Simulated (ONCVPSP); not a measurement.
## How hard is this H ONCV potential?

ONCVPSP 4.0.1 input, shortened (lines: element, Z, core and valence counts, functional; n l f; lmax; l rc ep ncon nbas qcut; lloc lpopt rc5 dvloc0; l nproj debl; icmod fcfact rcfact), PBE, scalar-relativistic:

```
  H 1.00    0    1        4      upf
    1    0    1.00
    1
    0    1.55    0.00    4    7    8.10
    1    1.15    0.07    3    8    8.20
    4    2    0.75    0.00
    0    3    2.20
    1    1    1.00
    0    0.00    0.00
```

Problem. For each optimised wave give the share of its norm inside rc, the residual kinetic energy above qcut (Ha) and the cutoffs (Ha) for errors of 10, 1, 0.1 and 0.01 mHa per electron.

Solution.

```tsv
wave	norm inside rc	residual KE	10 mHa	1 mHa	0.1 mHa	0.01 mHa
1s	0.551	2.7e-08	7.2	13.5	19.2	24.0
s projector 2	0.135	6.1e-07	9.7	16.3	22.4	27.6
s projector 3	0.142	5.0e-06	12.3	19.9	25.6	31.1
p projector 1	0.005	5.2e-09	0.4	1.6	4.4	10.2
```

The occupied waves need 14 Ha and 19 Ha for 1 and 0.1 mHa. Rows with under 1 % of the norm inside rc give no meaningful cutoff.
